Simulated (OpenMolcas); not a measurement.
Zr III: from CASSCF to CASPT2

```
Program             : OpenMolcas
Basis               : ANO-R2 [7s5p4d2f1g]
Scalar Hamiltonian  : X2C, finite nucleus
Active space        : 2 electrons in 5 orbitals (4d)
State averaging     : 2S+1 = 3 even, 10 roots; 2S+1 = 1 even, 15 roots
Spin-orbit coupling : state interaction with AMFI integrals over the reference wave functions, term energies averaged over their components
```

Methods on the same reference wave functions:
A. CASSCF
B. SS-CASPT2, IPEA 0.25 Eh, imaginary shift 0.1 Eh (closed shells correlated: 4s 4p)

Energies in cm-1 above 4d2 3F2, the measured ground level; measured values from Moore, Atomic Energy Levels, vol. II, NSRDS-NBS 35 (1971 reprint of NBS Circular 467, 1952); NIST levels as listed in Rynkun, Gaigalas and Jonsson, Astron. Astrophys. 637, A10 (2020).

```tsv
Level	A	B	Measured
4d2 3F2	0.0	0.0	0.0
4d2 3F3	684	719	681
4d2 3F4	1519	1550	1486
4d2 1D2	8933	5200	5742
4d2 3P0	10009	8250	8062
4d2 3P1	10269	8530	8326
4d2 3P2	10902	9050	8838
4d2 1G4	13517	11020	11049
4d2 1S0	32179	23300	23979
```

Deviations, from unrounded energies. A percentage is the sum of absolute deviations over the sum of measured energies, with the sign that they share, or ± where signs differ.

```tsv
Against measurement	Levels	A	B
mean absolute deviation (cm-1)	8	2500	240
fine structure of the ground term (%)	2	+1.6	+4.7
other terms of the ground configuration (%)	6	+30.0	±2.8
```

B lies closest to measurement on these levels. The largest miss of B in the table is 4d2 1S0, by -670 cm-1. The ranking rests on the paired levels alone, and a cruder setting can come out closer through cancelling errors.

From A to B the spin-free energies of the other terms of 4d2 shown, above 3F, scale by factors of 0.52 to 0.82.

The lowest spin-free term lies below A's lowest term by 0.235 hartree in B.

CASPT2 breaks the degeneracy within a term, and the mean is taken; among the terms shown or strongly mixed into the levels shown the widest spread is 420 cm-1 (4d2 3F, B). Levels of configurations with an s electron are missing; early in the row they begin among the upper levels of the d shell and mix with terms of their name. Without dynamic correlation excited terms often stand tens of per cent too high (terms of higher spin than the ground term too low), and those without a measured partner can miss by more than the paired ones (holds for A). Some levels mix across a computed gap that differs much from the measured one, so their mixing is not that of the real levels (holds for A). Computed and measured levels are paired by configuration, term and J; levels that our copy of the source lacks, or whose pairing is in doubt (as where it misses far off the trend of its configuration), stay unpaired and out of the deviations. Levels of configurations outside the active space are missing.
